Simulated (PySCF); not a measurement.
CH₅FO₂Si₂, SMILES O=C(O)[Si@@H](F)[SiH3]. Atoms are numbered in the order given.

```xyz
11

O      1.4218     1.6179     0.1863
C      1.3115     0.4933    -0.2376
O      2.3464    -0.3176    -0.4510
Si    -0.4433    -0.1743    -0.6232
F     -0.4147    -1.7656    -0.9713
Si    -1.7359     0.2336     1.2846
H      3.1507     0.1734    -0.2033
H     -0.9097     0.5586    -1.8338
H     -3.0902    -0.3754     1.1219
H     -1.8651     1.7089     1.4691
H     -1.0588    -0.3685     2.4717
```

Geometry optimised at PBE0-D3(BJ)/def2-SVP. The structure was generated by enumeration; whether it is a known compound was not checked. Other conformers were not sampled.

Method: PBE/def2-TZVP run with PySCF.

Isolated molecule, no solvent.

| Property | Result |
|---|---|
| total energy | -870.00323 hartree |
| highest occupied level | -6.61 eV |
| lowest empty level | -2.05 eV |
| orbital gap | 4.56 eV |
| dipole moment | 0.41 D |
| quadrupole, principal values (traceless, Buckingham form, about the centre of nuclear charge) | -12.61, 1.44, 11.16 D·Å |
| mean static polarisability | 76.6 bohr³ (11.35 Å³) |
| polarisability, principal values | 64.4, 72.6, 92.6 bohr³ |
